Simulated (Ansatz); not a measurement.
CH$_{7}$AlBN (`[BH2][Al]([CH3])[NH2]`). The species carries charge 0 and has multiplicity 1.

```tsv
atom	x (Å)	y (Å)	z (Å)
B1	2.1227	-0.2509	0.3960
Al2	0.0141	-0.1383	0.1126
C3	-0.8499	1.1941	-1.0350
N4	-1.0290	-1.3059	0.9520
H5	2.7032	0.3530	1.2571
H6	2.8469	-0.9013	-0.3081
H7	-1.9377	1.0823	-1.0514
H8	-0.6270	2.2126	-0.7002
H9	-0.4940	1.1216	-2.0679
H10	-2.0337	-1.3289	0.8772
H11	-0.7156	-2.0384	1.5677
```

Task: What are the harmonic wavenumbers in cm⁻¹ at PBE0-D4/def2-TZVP (Ansatz, finite differences of forces, unscaled)? (Estimate.)

Result: The calculation gave: 50, 108, 137, 178, 182, 369, 419, 512, 528, 591, 620, 657, 732, 806, 861, 1160, 1215, 1440, 1444, 1571, 2551, 2619, 3033, 3108, 3121, 3602, 3693.

Task: Is this a minimum?

Result: Yes, all 27 modes are real.

Task: Give the ideal-gas thermochemistry at 298.15 K and 1 bar (rigid rotor, harmonic oscillator; point group Cs, symmetry number 1).

Result: Zero-point energy 211.2 kJ/mol; H(298) − E = 234.7 kJ/mol; entropy 357.3 J/(mol·K), of which translation 162.0, rotation 108.2, vibration 87.1; G(298) − E = 128.2 kJ/mol. Modes under 100 cm⁻¹ are hindered rotations or soft bends, so the harmonic entropy is rough.

Task: And at 400, 500, 600, 800 and 1000 K?

Result: 
```tsv
T (K)	H − E (kJ/mol)	S (J/mol/K)	G − E (kJ/mol)
400	247.9	395.1	89.9
500	262.5	427.6	48.7
600	278.4	456.5	4.5
800	313.2	506.5	-92.0
1000	351.2	548.9	-197.6
```

Task: Rotational constants (cm⁻¹)?

Result: 0.1899, 0.1615, 0.09064.
